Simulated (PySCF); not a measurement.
B3LYP has the VWN-RPA correlation part, as in Gaussian. Excitations are Tamm–Dancoff values on a coarser integration grid. The basis has no diffuse functions, so Rydberg states are missing or too high.

Cartesian coordinates (Å):
```xyz
13

C      2.3112    -0.5169    -0.0166
O      0.9956    -0.1441    -0.3818
Si    -0.0785     0.7154     0.5090
Br    -0.4515    -0.3735     2.4288
Br     0.7017     2.7415     0.9511
O     -1.4684     0.8886    -0.3277
C     -2.3244    -0.1590    -0.7550
H      2.9410     0.3722     0.1583
H      2.7435    -1.1002    -0.8423
H      2.3114    -1.1365     0.8965
H     -1.8105    -0.8237    -1.4693
H     -2.6777    -0.7595     0.1006
H     -3.1934     0.2957    -1.2517
```
Charge 0, multiplicity 1.

Q: Estimate the HOMO, T1 excitation (TDA) and S1 oscillator strength that B3LYP-D3(BJ)/def2-TZVP // B3LYP-D3(BJ)/def2-SVP run with PySCF returns for this input.

A: 
HOMO: -8.07 eV
T1 excitation (TDA): 6.04 eV
S1 oscillator strength: 0.015
